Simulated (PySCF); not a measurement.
Stepwise substitution at one centre (In C2H5-I). Isolated molecules, 0 K electronic values unless said otherwise. One relaxed conformer stands for each flexible species; it need not be the lowest. Strings in code marks are SMILES.

Computed with TPSSh-D3(BJ)/def2-TZVP // CAM-B3LYP-D3(BJ)/def2-SVP (PySCF). All candidates: neutral, multiplicity 1. Delta-SCF ions had no search for a lower state. Excitations are Tamm–Dancoff values on a coarser integration grid. The basis has no diffuse functions, so Rydberg states are missing or too high.

The LUMO comes out as -1.63 eV and the T1 excitation (TDA) comes out as 3.98 eV. The vertical ionisation energy (Delta-SCF) is 8.26 eV.

### Question
Identify which member has these values.
A. `C[CH2][In]([I])[CH2]C` (C–C–In–I torsion 0°, I–In–C–C torsion 178°)
B. `[I][In]([I])[I]`
C. `C[CH2][In]([CH2]C)[CH2]C`
D. `C[CH2][In]([I])[I]` (C–C–In–I torsion 179°)

### Answer
A, `C[CH2][In]([I])[CH2]C` (C–C–In–I torsion 0°, I–In–C–C torsion 178°). The others give `C[CH2][In]([I])[I]` (C–C–In–I torsion 179°): -2.33 eV, 3.69 eV, 8.94 eV; `[I][In]([I])[I]`: -3.47 eV, 3.13 eV, 9.24 eV; `C[CH2][In]([CH2]C)[CH2]C`: -1.17 eV, 3.94 eV, 7.93 eV
